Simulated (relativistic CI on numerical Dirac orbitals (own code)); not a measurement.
# Tl+: q coefficients and field-shift factors

Calculated at this level of theory: Dirac-Coulomb-Breit CI, orbitals from a KLI potential per configuration, valence Slater integrals scaled by 0.85, P86 correlation energy added to each configuration, derivatives by finite differences, QED left out (own radial code, finite nucleus).

Configuration list (outside the closed core [Xe] 4f14 5d10): 6s2, 6s 6p, 6s 7s, 6s 6d, 6s 7p, 6s 5f, 6p2, 6d2. Levels of other configurations are missing.

With x = (α/α₀)² − 1 an excitation energy changes as ω = ω₀ + qx; K = 2q/ω₀ is the relative enhancement. Terms are leading LS components, so labels can repeat. The field-shift factor is F = δν/δ⟨r²⟩ for the transition from the lowest level.

Lowest level 6s2 1S_0.

```tsv
Level	ω₀ (cm⁻¹)	q (cm⁻¹)	F (GHz/fm²)
6s 6p 3P°_0	44515.0	15450	-73.2
6s 6p 3P°_1	47822.4	19430	-74.4
6s 6p 3P°_2	56473.4	32700	-77.9
6s 6p 1P°_1	75276.9	27830	-68.1
6s 7s 3S_1	99089.6	25780	-55
6s 7s 1S_0	102282.6	25550	-54.5
6s 6d 1D_2	108387.6	35880	-83
6s 6d 3D_1	110174.3	32110	-69.7
6s 6d 3D_2	110366.5	32280	-69.6
6s 6d 3D_3	110685.2	32580	-69.5
6s 7p 3P°_0	113020.4	27610	-66.6
6s 7p 3P°_1	113500.6	27970	-66.8
6p2 3P_0	114502.6	39300	-152
6s 7p 3P°_2	115392.9	30800	-67.4
6s 7p 1P°_1	118594.8	30660	-68.4
6p2 3P_1	120912.4	50940	-157
6p2 3P_2	125823.2	52630	-151
6s 5f 3F°_4	129194.4	31200	-66.9
6s 5f 3F°_3	129205.0	31210	-66.9
6s 5f 3F°_2	129213.7	31220	-66.9
6s 5f 1F°_3	129431.1	31090	-66.7
6p2 1D_2	137368.2	61360	-151
6p2 1S_0	146656.0	64280	-157
```

Correlation outside the listed configurations is missing or only estimated: errors of thousands of cm⁻¹ between configurations and terms are usual at this charge. Rates and lifetimes follow the computed energies and can be off by large factors. The fine structure of a lone outer electron comes out too small, for d and f at times inverted, and misplaced configurations move strength between like terms.

(1) Which transition from the lowest level has the largest |K|?

Answers

(1) 6s 6p 3P°_2 at 56473.4 cm⁻¹, K = 1.16.
